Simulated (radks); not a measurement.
Values are calculated unless marked as measured or tabulated.
Task: Species: C. Configuration: [He] 2s2 2p(up 1.75, down 0.25) (fractional occupations, a model configuration). Level of theory: non-relativistic Kohn-Sham, LDA (Slater exchange, Perdew-Wang correlation), spin-polarised, spherical densities, point nucleus (a radial shooting solver on a logarithmic mesh with Libxc functionals). Some entries of the table are withheld. Estimate them.

| orbital | occ. | eigenvalue (hartree) | <r> (bohr) | <r^2> (bohr^2) |
|---|---|---|---|---|
| 1s up | 1 | -9.94714 | 0.2732 | 0.1012 |
| 1s down | 1 | -9.92074 | 0.2724 | 0.1006 |
| 2s up | 1 | (1) | 1.567 | 2.973 |
| 2s down | 1 | (2) | 1.616 | 3.180 |
| 2p up | 1.75 | -0.22345 | 1.742 | 3.956 |
| 2p down | 0.25 | -0.15760 | 1.904 | 4.825 |

Result: 
(1) 2s up eigenvalue (hartree): -0.52690
(2) 2s down eigenvalue (hartree): -0.45536
